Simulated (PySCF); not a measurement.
SMILES CC(=O)CC(C)C (C₆H₁₂O), GFN2-xTB optimised geometry.

```
19

C      2.43     1.27     0.00
C      0.92     1.27     0.00
O      0.27     2.29     0.00
C      0.30    -0.11     0.02
C     -1.13    -0.13    -0.52
C     -1.80    -1.47    -0.19
C     -1.14     0.12    -2.02
H      2.78     0.98    -0.99
H      2.82     0.56     0.72
H      2.81     2.27     0.22
H      0.93    -0.80    -0.55
H      0.31    -0.44     1.06
H     -1.69     0.67    -0.03
H     -1.25    -2.29    -0.65
H     -2.82    -1.49    -0.57
H     -1.83    -1.64     0.88
H     -0.69     1.09    -2.25
H     -2.16     0.12    -2.40
H     -0.58    -0.65    -2.54
```

Density from PBE/def2-SVP (PySCF) at that geometry.

Minimum of the electron density along straight lines between bonded atoms, close to the bond critical point (lines longer than 1.1 times the sum of covalent radii, or with two minima, are not listed):

```
bond    length / Å  ρ at the minimum / e bohr⁻³  ∇²ρ there / e bohr⁻⁵  position (fraction from the first atom)
------  ----------  ---------------------------  --------------------  ---------------------------------------
C1–C2        1.510                        0.254                 -0.58                                     0.50
C2–O3        1.204                        0.411                  0.48                                     0.33
C2–C4        1.514                        0.253                 -0.57                                     0.51
C4–C5        1.532                        0.239                 -0.51                                     0.51
C5–C6        1.526                        0.242                 -0.53                                     0.50
C5–C7        1.526                        0.241                 -0.53                                     0.50
C1–H8        1.089                        0.270                 -0.96                                     0.63
C1–H9        1.087                        0.272                 -0.98                                     0.63
C1–H10       1.087                        0.275                 -1.01                                     0.64
C4–H11       1.092                        0.272                 -0.96                                     0.62
C4–H12       1.095                        0.268                 -0.94                                     0.62
C5–H13       1.094                        0.276                 -1.00                                     0.63
C6–H14       1.089                        0.273                 -0.98                                     0.62
C6–H15       1.087                        0.274                 -0.99                                     0.63
C6–H16       1.088                        0.274                 -0.98                                     0.63
C7–H17       1.087                        0.275                 -1.00                                     0.63
C7–H18       1.087                        0.274                 -0.99                                     0.63
C7–H19       1.089                        0.273                 -0.97                                     0.62
```
